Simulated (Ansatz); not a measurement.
Ansatz (an electronic-structure program) input:

Ansatz 0.2 input:
```yaml
crystal:
  periodic: [false, false, false]
  atoms:
    - {symbol: Cd, position_ang: [-0.37808507, -1.29599995, -0.61885962]}
    - {symbol: Cl, position_ang: [1.16976650, 0.81458003, -0.62899332]}
    - {symbol: Cl, position_ang: [-0.69612048, 0.50070899, 1.25739793]}
basis:
  gaussian:
    orbitals: def2-TZVP
hamiltonian:
  xc: b3lyp
  dispersion: d3bj
magnetization: {spin_polarized: true, initial_magnetization: 2}
relax: {f_tol: 0.002, max_steps: 150}
```

Question: Which total energy does the run end on?

Answer: -1088.27548 Eh (B3LYP-D3(BJ)/def2-TZVP). The basis has 114 functions.

The spin state was set by rule; other spins were not relaxed.
